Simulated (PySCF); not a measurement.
Computed properties of Te(OH)(OMe) (CH₄O₂Te), SMILES CO[Te]O

Te(OH)(OMe) (CH4O2Te), SMILES [Te](OC)O. Geometry optimised at B3LYP-D3(BJ)/def2-SVP. The def2 effective core potentials stand for the cores of Te; spin–orbit coupling is left out. Other conformers were not sampled. All values are computed for the isolated molecule unless a solvent is named; none is compared with measurement here.

**Structure.** All 18 harmonic modes at B3LYP-D3(BJ)/def2-SVP (PySCF) are real, so it is a minimum. With heavy atoms numbered as in [Te:1]([OH:2])[O:4][CH3:5], the shortest bond between them is O4–C5 at 1.417 Å and the longest Te1–O2 at 2.005 Å.

**Vibrations.** The strongest infrared lines (harmonic, unscaled, degenerate partners summed) lie at 1067 cm⁻¹ (138 km/mol, O 50 %, C 46 %), 446 cm⁻¹ (112 km/mol, H 87 %, O 11 %), 3786 cm⁻¹ (88 km/mol, H 94 %). The softest mode is at 88 cm⁻¹ and the zero-point energy is 34.4 kcal/mol.

**Electronic structure.** r2SCAN/def2-TZVP (PySCF) places the frontier levels at -5.35 and -2.41 eV, a gap of 2.94 eV, and gives a dipole moment of 0.42 D and a mean polarisability of 57.1 bohr³.

**Excitations.** TDA-ωB97X/def2-SVPD (PySCF) has S1 at 3.01 eV (412 nm, f = 0.000, dark); the most intense of the 10 singlets computed lies at 6.04 eV (f = 0.16). T1 (TDA) is at 2.33 eV, 0.68 eV under S1.
